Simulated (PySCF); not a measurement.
# r2SCAN on N²⁺ (nitrogen, charge +2)

Configuration: [He] 2s2 3d1, 2D determinant (an excited configuration). Computed with PySCF 2.14 in aug-cc-pwCVTZ (7s6p4d2f, 59 functions), with the non-relativistic Hamiltonian (point nucleus).

```json
{
 "Total energy": "-51.7022 hartree",
 "One-electron energy": "-62.4248 hartree",
 "Hartree (Coulomb) energy": "16.1414 hartree",
 "Exchange-correlation energy": "-5.4188 hartree",
 "Kinetic energy": "51.67419 hartree",
 "⟨S²⟩": "0.7502",
 "⟨L²⟩": "6.000",
 "Sum of ⟨r⟩": "5.569 bohr",
 "Sum of ⟨r²⟩": "12.31 bohr²",
 "Traceless quadrupole moment −½Σ⟨3z² − r²⟩ along its main axis": "2.63 e·bohr²",
 "Density at the nucleus (Gaussians lack the cusp)": "204 bohr⁻³",
 "Spin density at the nucleus": "-0.0552 bohr⁻³",
 "Langevin diamagnetic susceptibility": "-9.75 ×10⁻⁶ cm³/mol"
}
```

```
shell  electrons  mean orbital energy (hartree)  rms radius, mean of both spins (bohr)
 1s β          1                      -16.34492                                  0.265
 1s α          1                      -16.34465                                  0.265
 2s α          1                       -2.14463                                   1.22
 2s β          1                       -2.13495                                   1.22
 3d α          1                       -0.44138                                   3.03
```

The outer electron is Rydberg-like, and this basis confines it to a smaller radius and binds it less than a complete one would.
